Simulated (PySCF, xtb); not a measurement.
Si(Cl)2(OMe)(SH) (CH4Cl2OSSi), SMILES CO[Si](S)(Cl)Cl.

Geometry: B3LYP-D3(BJ)/def2-SVP. This is a generated structure with no PubChem entry under its InChIKey; it may be hypothetical. Other conformers were not sampled.

These are PySCF 2.14.0 with C-PCM-PBE0/def2-SVP values and carry that method's errors.

The values are the electrostatic part of the solvation free energy, E(continuum) − E(gas) at the gas-phase geometry, in a cavity of scaled van der Waals radii (PySCF's table); cavitation and dispersion terms are not included. In vacuum the orbital gap is 7.87 eV. The dipole moment in vacuum is 1.80 D.

```json
[
 {"solvent": "water", "ε": "78.36", "ΔG(elec) (kcal/mol)": "-4.0", "dipole (D)": "2.28", "gap (eV)": "7.89"},
 {"solvent": "toluene", "ε": "2.37", "ΔG(elec) (kcal/mol)": "-2.2", "dipole (D)": "2.05", "gap (eV)": "7.89"},
 {"solvent": "dimethylsulfoxide", "ε": "46.83", "ΔG(elec) (kcal/mol)": "-4.0", "dipole (D)": "2.27", "gap (eV)": "7.89"}
]
```

For comparison, GFN2-xTB/ALPB(water) (xtb, at the GFN2-xTB geometry, all terms of that model) gives -2.2 kcal/mol.
